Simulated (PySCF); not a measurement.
C$_{3}$H$_{9}$B, triplet, at a GFN2-xTB geometry (a higher spin typed on purpose: for a closed-shell molecule this is an excited state); PW91/3-21G (PySCF).

PySCF was given this input:
```python
from pyscf import gto, scf, dft

mol = gto.Mole()
mol.atom = '''
    B     0.056504    0.394173    0.342159
    C     1.419549   -0.135185   -0.483721
    H     1.238968   -1.032474   -1.071874
    H     2.089372   -0.364748    0.339334
    H     1.851268    0.630049   -1.116933
    C    -0.565838   -0.649724    1.372868
    H    -0.798117   -1.618881    0.914106
    H    -1.492852   -0.288875    1.822015
    H     0.102065   -0.855387    2.211265
    C    -0.856706    0.673337   -1.039255
    H    -1.793042    1.014279   -0.608193
    H    -1.028166   -0.227191   -1.625182
    H    -0.434045    1.441789   -1.674678
'''
mol.basis = '3-21g'
mol.charge = 0
mol.spin = 2
mol.verbose = 5
mol.build()

mf = dft.UKS(mol)
mf.xc = 'pw91,pw91'
mf.kernel()
```

What the program printed (banner, timings and long lists left out):

```
PySCF version 2.14.0

[INPUT] verbose = 5
[INPUT] max_memory = 4000
[INPUT] num. atoms = 13
[INPUT] num. electrons = 32
[INPUT] charge = 0
[INPUT] spin (= nelec alpha-beta = 2S) = 2
[INPUT] symmetry False subgroup None
[INPUT] Mole.unit = angstrom
[INPUT] Symbol           X                Y                Z      unit          X                Y                Z       unit  Magmom
[...]
[INPUT] ---------------- BASIS SET ----------------
[INPUT] l, kappa, [nprim/nctr], expnt,             c_1 c_2 ...
[INPUT] C
[...]
                                25.9109           0.358794
                                5.53335           0.700713
[...]
                                0.770545          1.21584
[...]
                                0.770545          0.860619
[...]
[INPUT] B
[...]
                                17.4314           0.363304
                                3.68016           0.697255
[...]
                                0.465248          1.19944
[...]
                                0.465248          0.866764
[...]
[INPUT] H
[...]
                                0.824547          0.904691
[...]
nuclear repulsion = 112.372931798903
number of shells = 38
number of NR pGTOs = 87
number of NR cGTOs = 54
basis = 3-21g
ecp = {}

******** <class 'pyscf.dft.uks.UKS'> ********
method = UKS
initial guess = minao
damping factor = 0
level_shift factor = 0
DIIS = <class 'pyscf.scf.diis.CDIIS'>
diis_start_cycle = 1
diis_space = 8
diis_damp = 0
SCF conv_tol = 1e-09
SCF conv_tol_grad = None
SCF max_cycles = 50
direct_scf = True
direct_scf_tol = 1e-13
number electrons alpha = 17  beta = 15
XC library pyscf.dft.libxc version 7.1.2
    S. Lehtola, C. Steigemann, M. J. T. Oliveira, and M. A. L. Marques,  SoftwareX 7, 1–5 (2018)
XC functionals = pw91,pw91
    J. P. Perdew. In P. Ziesche and H. Eschrig, editors, Proceedings of the 75. WE-Heraeus-Seminar and 21st Annual International Symposium on Electronic Structure of Solids, 11. Berlin, 1991. Akademie Verlag.
    J. P. Perdew, J. A. Chevary, S. H. Vosko, K. A. Jackson, M. R. Pederson, D. J. Singh, and C. Fiolhais,  Phys. Rev. B 46, 6671 (1992)
    J. P. Perdew, J. A. Chevary, S. H. Vosko, K. A. Jackson, M. R. Pederson, D. J. Singh, and C. Fiolhais,  Phys. Rev. B 48, 4978 (1993)
    J. P. Perdew. In P. Ziesche and H. Eschrig, editors, Proceedings of the 75. WE-Heraeus-Seminar and 21st Annual International Symposium on Electronic Structure of Solids, 11. Berlin, 1991. Akademie Verlag.
    J. P. Perdew, J. A. Chevary, S. H. Vosko, K. A. Jackson, M. R. Pederson, D. J. Singh, and C. Fiolhais,  Phys. Rev. B 46, 6671 (1992)
    J. P. Perdew, J. A. Chevary, S. H. Vosko, K. A. Jackson, M. R. Pederson, D. J. Singh, and C. Fiolhais,  Phys. Rev. B 48, 4978 (1993)
radial grids:
    Treutler-Ahlrichs [JCP 102, 346 (1995); DOI:10.1063/1.469408] (M4) radial grids

becke partition: Becke, JCP 88, 2547 (1988); DOI:10.1063/1.454033
pruning grids: <function nwchem_prune>
grids dens level: 3
symmetrized grids: False
atomic radii adjust function: <function treutler_atomic_radii_adjust>
small_rho_cutoff = 0
Set gradient conv threshold to 3.16228e-05
atom B rad-grids = 75, ang-grids = [ 50  50  50  50  50  50  50  50  50  50  50  50  50  50  50  50  50  50
  50  50  50  50  50  86  86  86  86  86  86  86  86  86 266 266 266 266
 266 266 266 302 302 302 302 302 302 302 302 302 302 302 302 302 302 302
 302 302 302 302 266 266 266 266 266 266 266 266 266 266 266 266 266 266
 266 266 266]
atom C rad-grids = 75, ang-grids = [ 50  50  50  50  50  50  50  50  50  50  50  50  50  50  50  50  50  50
  50  50  50  50  86  86  86  86  86  86  86  86  86  86 266 266 266 266
 266 266 302 302 302 302 302 302 302 302 302 302 302 302 302 302 302 302
 302 302 302 302 266 266 266 266 266 266 266 266 266 266 266 266 266 266
 266 266 266]
atom H rad-grids = 50, ang-grids = [ 50  50  50  50  50  50  50  50  50  50  50  50  50  50  50  86  86  86
  86 266 266 266 266 266 302 302 302 302 302 302 302 302 302 302 302 302
 302 266 266 266 266 266 266 266 266 266 266 266 266 266]
tot_boxes 3150, boxes in each direction [13 12 13]
Padding 0 grids
tot grids = 144672
nelec by numeric integration = [15.97832161 15.97832161]
E1 = -410.53493956808995  E2 = 154.72918041360185  Ecoul = 177.9677614135541  Exc = -23.238580999952244
init E= -143.432827355585
cond(S) = 604.5939385589769

  alpha mo_energy =
[-9.94043262 -9.93735066 -9.93711664 -6.54424029 -0.75872361 -0.71649276
 -0.70254457 -0.49176525 -0.46663004 -0.46153347 -0.46016512 -0.43581388
 -0.42937768 -0.41952071 -0.37666083 -0.31206189 -0.15170473  0.03861435
  0.06129913  0.07532994  0.08355788  0.08768594  0.09116435  0.10562988
  0.12367474  0.14209299  0.15368792  0.18872217  0.20709042  0.41012859
  0.41851037  0.44209907  0.55032578  0.55545248  0.60753267  0.68555942
  0.69394206  0.7285307   0.80972998  0.82287315  0.83674519  0.88731967
  0.89174092  0.92672285  0.93904421  0.94691743  0.9661397   0.97706014
  1.00045281  1.0420178   1.08187598  1.72330458  1.81241171  1.83432766]
  beta  mo_energy =
[-9.94043262 -9.93735066 -9.93711664 -6.54424029 -0.75872361 -0.71649276
 -0.70254457 -0.49176525 -0.46663004 -0.46153347 -0.46016512 -0.43581388
 -0.42937768 -0.41952071 -0.37666083 -0.31206189 -0.15170473  0.03861435
  0.06129913  0.07532994  0.08355788  0.08768594  0.09116435  0.10562988
  0.12367474  0.14209299  0.15368792  0.18872217  0.20709042  0.41012859
  0.41851037  0.44209907  0.55032578  0.55545248  0.60753267  0.68555942
  0.69394206  0.7285307   0.80972998  0.82287315  0.83674519  0.88731967
  0.89174092  0.92672285  0.93904421  0.94691743  0.9661397   0.97706014
  1.00045281  1.0420178   1.08187598  1.72330458  1.81241171  1.83432766]
multiplicity <S^2> = 2  2S+1 = 3
nelec by numeric integration = [17.00003934 15.00003483]
E1 = -416.2453911122427  E2 = 160.3766550042082  Ecoul = 184.13650817289445  Exc = -23.759853168686263
cycle= 1 E= -143.495804309132  delta_E= -0.063  |g|= 0.346  |ddm|= 2.23

  alpha mo_energy =
[...]
  beta  mo_energy =
[-9.85378613 -9.8535527  -9.79756504 -6.4424899  -0.65778155 -0.61304309
 -0.59642743 -0.38756207 -0.38313297 -0.36961415 -0.36698972 -0.34817087
 -0.32201113 -0.31882554 -0.25196247 -0.20191966 -0.01134984  0.09131444
  0.13184768  0.13825438  0.14636604  0.15300523  0.15853294  0.18165627
  0.18451801  0.20250907  0.24184647  0.28479041  0.31495779  0.51978086
  0.53015726  0.53949868  0.62896198  0.64232814  0.69830897  0.77099968
  0.77176641  0.83432557  0.88747907  0.90498079  0.93267166  0.96457382
  0.96643809  1.0034154   1.00579019  1.02845575  1.04270989  1.04531067
  1.08807021  1.11065998  1.17131451  1.8203342   1.9023746   1.93914447]
multiplicity <S^2> = 2.0021974  2S+1 = 3.0014646
nelec by numeric integration = [17.00004113 15.00003701]
E1 = -413.44405510837225  E2 = 157.50575794420584  Ecoul = 181.00833125071367  Exc = -23.502573306507838
cycle= 9 E= -143.565365365264  delta_E= -1.04e-09  |g|= 6.23e-05  |ddm|= 0.000176

  alpha mo_energy =
[-9.85939998 -9.85916755 -9.79734305 -6.45542842 -0.67638393 -0.62841624
 -0.60007281 -0.40617268 -0.39653578 -0.38998204 -0.37734373 -0.35484288
 -0.327348   -0.32370313 -0.26519273 -0.24612704 -0.10001493  0.08476721
  0.1197379   0.12297212  0.13400337  0.14492168  0.15130624  0.16961341
  0.17665816  0.19576543  0.21240095  0.25556611  0.29105365  0.46275465
  0.50228691  0.50328051  0.62030964  0.63408257  0.67663826  0.74525535
  0.745721    0.82827003  0.88088507  0.89628479  0.92217774  0.95831669
  0.95953966  0.99535621  0.99535948  1.02424216  1.03616772  1.04050428
  1.08074204  1.10141499  1.15171976  1.80543428  1.88206364  1.93045034]
  beta  mo_energy =
[-9.85378439 -9.85355411 -9.7975653  -6.4424948  -0.65778229 -0.61304388
 -0.59642727 -0.38756293 -0.38313385 -0.36961518 -0.36699055 -0.34817169
 -0.32201099 -0.31882497 -0.25196333 -0.20192068 -0.01135164  0.09131404
  0.13184705  0.13825377  0.14636552  0.15300506  0.15853301  0.18165547
  0.18451819  0.20250893  0.24184545  0.28478952  0.31495694  0.51977955
  0.53015529  0.53949672  0.62896143  0.6423277   0.69830852  0.77099883
  0.77176552  0.83432544  0.88747854  0.90498018  0.93267125  0.96457397
  0.96643778  1.00341523  1.00578839  1.02845591  1.04270942  1.0453108
  1.0880706   1.11065914  1.17131385  1.82033364  1.90237426  1.93914383]
multiplicity <S^2> = 2.0021977  2S+1 = 3.0014648
nelec by numeric integration = [17.00004113 15.00003701]
E1 = -413.4440634381749  E2 = 157.50576627163932  Ecoul = 181.00833947550117  Exc = -23.502573203861864
cycle= 10 E= -143.565365367633  delta_E= -2.37e-09  |g|= 1.64e-05  |ddm|= 9.97e-05

  alpha mo_energy =
[-9.85940036 -9.85916801 -9.79734067 -6.45542437 -0.67638379 -0.62841653
 -0.60007081 -0.40617176 -0.39653629 -0.38998176 -0.37734372 -0.35484257
 -0.32734556 -0.32370269 -0.26519105 -0.24612675 -0.10001334  0.08476726
  0.11973836  0.12297196  0.13400387  0.14492177  0.15130724  0.16961347
  0.17665915  0.19576545  0.21240171  0.25556699  0.29105499  0.46275621
  0.50228849  0.50328183  0.62030961  0.63408325  0.67663892  0.74525559
  0.74572162  0.8282718   0.88088493  0.89628485  0.92217924  0.95831696
  0.95953921  0.99535501  0.99535993  1.02424262  1.03616893  1.0405046
  1.08074229  1.10141527  1.15172133  1.80543467  1.88206347  1.93045226]
  beta  mo_energy =
[-9.85378441 -9.85355422 -9.79756379 -6.44249108 -0.6577818  -0.61304374
 -0.59642587 -0.3875631  -0.38313341 -0.36961448 -0.36699067 -0.34817121
 -0.32200834 -0.3188243  -0.25196211 -0.20192048 -0.01135146  0.09131403
  0.1318468   0.13825389  0.14636616  0.15300536  0.15853395  0.18165573
  0.18451971  0.20250892  0.24184564  0.28478977  0.31495823  0.51978074
  0.53015642  0.53949728  0.62896172  0.64232831  0.69830909  0.77099887
  0.77176593  0.83432695  0.88747852  0.90498036  0.93267252  0.96457494
  0.9664375   1.00341586  1.00578706  1.02845638  1.04271087  1.04531135
  1.08807135  1.11065918  1.17131534  1.82033425  1.90237473  1.93914488]
multiplicity <S^2> = 2.0021979  2S+1 = 3.0014649
nelec by numeric integration = [17.00004113 15.00003701]
E1 = -413.4440339158915  E2 = 157.50573674916654  Ecoul = 181.00830827771452  Exc = -23.50257152854796
cycle= 11 E= -143.565365367822  delta_E= -1.89e-10  |g|= 3.11e-06  |ddm|= 2.68e-05

  alpha mo_energy =
[-9.85940105 -9.85916871 -9.7973445  -6.45542614 -0.6763842  -0.62841656
 -0.6000727  -0.40617252 -0.39653611 -0.38998203 -0.37734395 -0.35484283
 -0.32734747 -0.32370403 -0.26519249 -0.24612722 -0.10001384  0.08476718
  0.11973803  0.12297193  0.13400352  0.14492136  0.15130634  0.16961345
  0.17665795  0.19576519  0.21240112  0.25556643  0.29105388  0.46275559
  0.50228767  0.50328141  0.62030929  0.63408247  0.67663823  0.74525549
  0.74572123  0.82827006  0.88088469  0.89628463  0.92217798  0.95831618
  0.95953903  0.99535517  0.99536004  1.02424162  1.03616799  1.0405038
  1.08074127  1.10141526  1.15172032  1.80543402  1.88206308  1.93045084]
  beta  mo_energy =
[-9.85378504 -9.85355486 -9.79756776 -6.44249306 -0.65778216 -0.61304369
 -0.59642781 -0.38756324 -0.38313365 -0.36961512 -0.36699087 -0.34817142
 -0.32201019 -0.31882557 -0.25196366 -0.20192094 -0.01135239  0.09131393
  0.1318468   0.1382537   0.14636574  0.15300486  0.15853323  0.18165559
  0.18451854  0.20250864  0.24184503  0.28478913  0.31495709  0.51977953
  0.5301554   0.53949646  0.62896141  0.64232753  0.69830842  0.77099876
  0.77176559  0.83432529  0.88747827  0.90498     0.93267132  0.96457431
  0.96643744  1.00341553  1.00578762  1.02845545  1.04271009  1.04531075
  1.08807051  1.11065915  1.17131432  1.82033361  1.90237446  1.93914342]
multiplicity <S^2> = 2.0021979  2S+1 = 3.0014649
nelec by numeric integration = [17.00004113 15.00003701]
E1 = -413.44407398158944  E2 = 157.50577681486521  Ecoul = 181.0083514894833  Exc = -23.502574674618074
Extra cycle  E= -143.565365367822  delta_E= 7.39e-13  |g|= 3.95e-06  |ddm|= 1.11e-05
converged SCF energy = -143.565365367822  <S^2> = 2.0021979  2S+1 = 3.0014649
```
